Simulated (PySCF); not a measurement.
Isomers of C5H12OSSi, mass 148.038 u with the commonest isotopes. Level of theory: PBE0/pcSseg-1 in PySCF (dipole) on a GFN2-xTB geometry, gas phase. One conformer each, none proved a minimum here; rigid rotors.

Question: Order these by rotational constant B, largest first.
A. `[CH3:1][CH2:2]/[CH:3]=[CH:4]\[Si@@H:5]([OH:6])[S:7][CH3:8]` with C1–C2–C3–C4 102°, C3–C4–Si5–O6 -58°, C4–Si5–O6–H 149°, C4–Si5–S7–C8 52°
B. `[CH3:1][O:2][C@@H:3]1[C@H:4]([CH3:5])[Si@H:6]1[S:7][CH3:8]` with C1–O2–C3–C4 160°, C4–Si6–S7–C8 -81°
C. `[CH3:1][CH2:2][C@@H:3]1[CH2:4][S:5][C@@H:6]1[O:7][SiH3:8]` with C1–C2–C3–C4 -68°, S5–C6–O7–Si8 61°, C2–C3–C4–S5 -137°, C3–C4–S5–C6 13°, C4–S5–C6–O7 104°, C2–C3–C6–S5 137°
D. `[CH2:1]=[CH:2][Si@@H:3]([SH:4])[O:5][CH2:6][CH2:7][CH3:8]` with C1–C2–Si3–S4 91°, C2–Si3–S4–H -53°, C2–Si3–O5–C6 -144°, Si3–O5–C6–C7 -88°, O5–C6–C7–C8 77°
E. `[CH2:1]=[C:2]([CH3:3])[CH2:4][Si@@H:5]([SH:6])[O:7][CH3:8]` with C1–C2–C4–Si5 -94°, C2–C4–Si5–S6 57°, C4–Si5–S6–H -33°, C4–Si5–O7–C8 -168°
F. `[CH3:1][CH2:2][S:3][CH2:4][CH2:5][C:6](=[O:7])[SiH3:8]` with C1–C2–S3–C4 -81°, C2–S3–C4–C5 -101°, S3–C4–C5–C6 80°, C4–C5–C6–O7 16°
G. `[CH3:1][C:2](=[S:3])[CH2:4][CH2:5][CH2:6][SiH2:7][OH:8]` with C1–C2–C4–C5 169°, C2–C4–C5–C6 180°, C4–C5–C6–Si7 177°, C5–C6–Si7–O8 -63°, C6–Si7–O8–H 177°

Answer: C (971.9 MHz), A (908.8 MHz), E (862.1 MHz), D (834.4 MHz), B (807.5 MHz), F (674.2 MHz), G (513.8 MHz).

Question: Order these by rotational constant C, largest first.
A. `[CH3:1][CH2:2][C@@H:3]1[CH2:4][S:5][C@@H:6]1[O:7][SiH3:8]` with C1–C2–C3–C4 -68°, S5–C6–O7–Si8 61°, C2–C3–C4–S5 -137°, C3–C4–S5–C6 13°, C4–S5–C6–O7 104°, C2–C3–C6–S5 137°
B. `[CH3:1][CH2:2]/[CH:3]=[CH:4]\[Si@@H:5]([OH:6])[S:7][CH3:8]` with C1–C2–C3–C4 102°, C3–C4–Si5–O6 -58°, C4–Si5–O6–H 149°, C4–Si5–S7–C8 52°
C. `[CH3:1][O:2][C@@H:3]1[C@H:4]([CH3:5])[Si@H:6]1[S:7][CH3:8]` with C1–O2–C3–C4 160°, C4–Si6–S7–C8 -81°
D. `[CH2:1]=[CH:2][Si@@H:3]([SH:4])[O:5][CH2:6][CH2:7][CH3:8]` with C1–C2–Si3–S4 91°, C2–Si3–S4–H -53°, C2–Si3–O5–C6 -144°, Si3–O5–C6–C7 -88°, O5–C6–C7–C8 77°
E. `[CH3:1][C:2](=[S:3])[CH2:4][CH2:5][CH2:6][SiH2:7][OH:8]` with C1–C2–C4–C5 169°, C2–C4–C5–C6 180°, C4–C5–C6–Si7 177°, C5–C6–Si7–O8 -63°, C6–Si7–O8–H 177°
F. `[CH3:1][CH2:2][S:3][CH2:4][CH2:5][C:6](=[O:7])[SiH3:8]` with C1–C2–S3–C4 -81°, C2–S3–C4–C5 -101°, S3–C4–C5–C6 80°, C4–C5–C6–O7 16°

Answer: B (810.8 MHz), A (711.4 MHz), D (691.7 MHz), C (652.5 MHz), F (616.9 MHz), E (470.5 MHz).

Question: Order these by dipole moment, smallest first.
A. `[CH3:1][C:2](=[S:3])[CH2:4][CH2:5][CH2:6][SiH2:7][OH:8]` with C1–C2–C4–C5 169°, C2–C4–C5–C6 180°, C4–C5–C6–Si7 177°, C5–C6–Si7–O8 -63°, C6–Si7–O8–H 177°
B. `[CH3:1][CH2:2]/[CH:3]=[CH:4]\[Si@@H:5]([OH:6])[S:7][CH3:8]` with C1–C2–C3–C4 102°, C3–C4–Si5–O6 -58°, C4–Si5–O6–H 149°, C4–Si5–S7–C8 52°
C. `[CH3:1][CH2:2][C@@H:3]1[CH2:4][S:5][C@@H:6]1[O:7][SiH3:8]` with C1–C2–C3–C4 -68°, S5–C6–O7–Si8 61°, C2–C3–C4–S5 -137°, C3–C4–S5–C6 13°, C4–S5–C6–O7 104°, C2–C3–C6–S5 137°
D. `[CH3:1][O:2][C@@H:3]1[C@H:4]([CH3:5])[Si@H:6]1[S:7][CH3:8]` with C1–O2–C3–C4 160°, C4–Si6–S7–C8 -81°
E. `[CH3:1][CH2:2][S:3][CH2:4][CH2:5][C:6](=[O:7])[SiH3:8]` with C1–C2–S3–C4 -81°, C2–S3–C4–C5 -101°, S3–C4–C5–C6 80°, C4–C5–C6–O7 16°

Answer: D (0.82 D), B (1.11 D), C (1.35 D), E (1.78 D), A (2.38 D).

| SMILES | point group | Ia (u·Å²) | Ib (u·Å²) | Ic (u·Å²) | κ | μa (D) | μb (D) | μc (D) |
| --- | --- | --- | --- | --- | --- | --- | --- | --- |
| CO[C@@H]1[C@H](C)[Si@H]1SC | C1 | 213.53 | 625.84 | 774.56 | -0.82 | 0.41 | 0.56 | 0.44 |
| CCSCCC(=O)[SiH3] | C1 | 194.24 | 749.64 | 819.28 | -0.94 | 1.48 | 0.75 | 0.65 |
| CC[C@@H]1CS[C@@H]1O[SiH3] | C1 | 248.41 | 519.99 | 710.42 | -0.61 | 0.91 | 0.92 | 0.39 |
| C=C(C)C[Si@@H](S)OC | C1 | 228.65 | 586.24 | 718.54 | -0.79 | 0.32 | 1.34 | 0.40 |
| CC(=S)CCC[SiH2]O | C1 | 166.52 | 983.62 | 1074.03 | -0.97 | 1.07 | 2.10 | 0.33 |
| C=C[Si@@H](S)OCCC | C1 | 235.54 | 605.69 | 730.61 | -0.80 | 0.32 | 0.56 | 0.48 |
| CC/C=C\[Si@@H](O)SC | C1 | 269.39 | 556.11 | 623.31 | -0.82 | 0.29 | 1.00 | 0.39 |
